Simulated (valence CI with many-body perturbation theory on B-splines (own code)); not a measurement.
# Hyperfine factors and g values of Bi⁺

Calculated by relativistic CI+MBPT: four valence electrons over a frozen Dirac-Fock core [Xe] 4f14 5d10, a basis of 11 s, 11 p, 9 d, 7 f, 5 g, 2 h, 1 i functions for each j, with the one-electron correlation potential Σ1 (screened to all orders), the two-electron term Σ2, the three-electron term Σ3, Breit, model QED; selected single and double excitations, second order for the rest, scaled by the run's own slope (own B-spline code, finite nucleus).

Set against measurement, 25 paired levels are off by 192 cm⁻¹ on average, the worst by 582. These come from a selection out of the NIST Handbook of Basic Atomic Spectroscopic Data. Levels without a partner in it may be off by more. Among the levels kept, up to 260 cm⁻¹ of a level comes from second order outside the variational space, and about a tenth of that is noise between levels of different J, which matters for small intervals.

A/g_I is the dipole constant over the nuclear g factor μ/I (μ in nuclear magnetons, uniformly magnetised nucleus), B/Q the quadrupole constant per barn. Both hold the static response of the core; the bare values leave it out. Large factors of s and p1/2 electrons are usually good to 5 to 10 %; those of open d and f shells near neutrality can be off by tens of per cent, and small factors of p3/2, d and f electrons come from cancelling terms and can be off by a factor of two or in sign, in half-filled shells by more. B is blank for J = 1/2, where it vanishes, and for nearly pure S terms. Energies count from the lowest level. Levels with J = 0 are left out.

Levels are named by their leading jj configuration (3d3/2^4 stands for four electrons in 3d with j = 3/2), which in mixed levels can hold well under half, so a name can repeat and another be missing. Letters in brackets count levels of one name in rising energy.

```tsv
Level	E (eV)	g	A/g_I (MHz)	A/g_I bare	B/Q (MHz/b)	B/Q bare
(6s^2 6p1/2 6p3/2) J=1	1.692	1.501	-2690	-2640	1180	964
(6s^2 6p1/2 6p3/2) J=2	2.141	1.249	3570	3160	596	451
(6s^2 6p3/2^2) J=2	4.267	1.252	805	669	1650	1390
(6s^2 6p1/2 7s) J=1	8.664	1.347	12500	11500	-177	-149
(6s 6p1/2^2 6p3/2) J=2	9.416	1.713	13300	11900	595	448
(6s^2 6p1/2 6d3/2) J=2	9.826	0.783	3760	3450	70.9	-14.9
(6s^2 6p1/2 6d3/2) J=1	10.010	0.777	-5850	-5330	393	298
(6s^2 6p1/2 6d5/2) J=2	10.188	1.431	2900	2550	-356	-349
(6s^2 6p1/2 6d5/2) J=3	10.221	1.139	2710	2480	-570	-565
(6s^2 6p1/2 7p1/2) J=1	10.450	0.672	8600	7950	-25.8	-21.8
(6s^2 6p1/2 7p3/2) J=1	10.982	1.458	-3260	-3020	141	115
(6s^2 6p1/2 7p3/2) J=2	11.008	1.176	3950	3630	230	186
(6s^2 6p3/2 7s) J=2	11.078	1.498	3360	3010	2610	2150
(6s^2 6p3/2 7s) J=1	11.206	1.102	-2190	-2160	1490	1230
(6s 6p1/2^2 6p3/2) J=1	11.721	0.845	-9700	-8830	1520	1270
(6s 6p1/2 6p3/2^2) J=2	11.790	1.122	2680	2400	1390	1170
(6s 6p1/2 6p3/2^2) J=3	11.939	1.274	6790	6160	654	539
(6s^2 6p3/2 6d5/2) J=2 [a]	12.319	1.181	3260	2940	501	405
(6s^2 6p3/2 6d5/2) J=4	12.384	1.250	187	123	2780	2190
(6s^2 6p1/2 8s) J=1 [a]	12.490	1.340	7090	6500	-695	-557
(6s^2 6p1/2 8s) J=1 [b]	12.534	1.273	5660	5180	-540	-429
(6s^2 6p3/2 6d5/2) J=2 [b]	12.736	1.337	2980	2680	-544	-435
(6s^2 6p3/2 6d3/2) J=3	12.801	1.097	2450	2200	1590	1270
(5f5/2 6s^2 6p1/2) J=2	13.042	1.019	-861	-837	1010	824
(5f7/2 6s^2 6p1/2) J=3	13.052	1.175	-955	-885	157	109
(6s^2 6p1/2 7d3/2) J=2	13.070	0.792	3720	3430	-161	-156
(5f5/2 6s^2 6p1/2) J=3	13.071	0.863	1810	1670	-103	-111
(6s^2 6p3/2 7p1/2) J=1	13.089	1.194	385	226	869	715
(5f7/2 6s^2 6p1/2) J=4	13.103	1.089	1890	1750	-230	-217
(6s^2 6p3/2 7p1/2) J=2	13.211	1.071	-270	-303	1090	889
(6s^2 6p1/2 8p1/2) J=1	13.227	0.698	7900	7300	-12.9	-11.6
(6s^2 6p1/2 7d3/2) J=1 [a]	13.257	0.912	-3260	-2990	158	120
(6s^2 6p1/2 7d5/2) J=2	13.369	1.261	-1120	-1050	414	335
```

Question: Take the isotope of mass number 209, with I = 9/2, μ = 4.092 μN, leaving out the quadrupole term. What is the hyperfine structure of (6s^2 6p3/2^2) J=2?

Answer: From the table A = 732 MHz. Shifts from the centre of gravity in MHz: F = 5/2: -8050, F = 7/2: -5490, F = 9/2: -2200, F = 11/2: 1830, F = 13/2: 6590.
